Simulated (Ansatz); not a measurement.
InO (SMILES [O]=[In]), doublet, at a GFN2-xTB geometry (such geometries of metal compounds can be far from the true shape) (core potentials on In); R2SCAN/def2-SV(P) run with Ansatz (a program for electronic structure).

The Ansatz input:
Ansatz 0.2 input:
```yaml
crystal:
  periodic: [false, false, false]
  atoms:
    - {symbol: In, position_ang: [-0.00000000, -0.00000000, -0.25925627]}
    - {symbol: O, position_ang: [0.00000000, 0.00000000, 1.58794468]}
basis:
  gaussian:
    orbitals: def2-SV_P_.json
hamiltonian:
  xc: r2scan
magnetization: {spin_polarized: true, initial_magnetization: 1}
```
The basis file holds def2-SV(P) in the JSON format of the Basis Set Exchange.

What the program printed (banner, timings and long lists left out):

```
Functional definition: r2SCAN
459 factors; their error is unknown
mean field evaluation 1: about -7204.6451 eV, gradient 5.2e1 eV
mean field evaluation 2: about -7006.6646 eV, gradient 1.3e2 eV
mean field evaluation 4: about -7216.2526 eV, gradient 1.9e1 eV
mean field evaluation 8: about -7218.2952 eV, gradient 9.9e-2 eV
mean field evaluation 16: about -7218.2886 eV, gradient 3.7e-5 eV
mean field evaluation 32: about -7217.7546 eV, gradient 1.1e0 eV
mean field -7218.28863971 eV, -265.2672147774 hartree, gradient 5.5e-6 eV, S^2 0.764303; 4 other end points of the search recorded, 0 dependent functions left out
reference -7218.28865626 eV, -265.2672153857 hartree; 15, 14 occupied and 25, 26 virtual orbitals, 459 factors
Total energy: -7218.28865626 eV, -265.2672153857 hartree
```
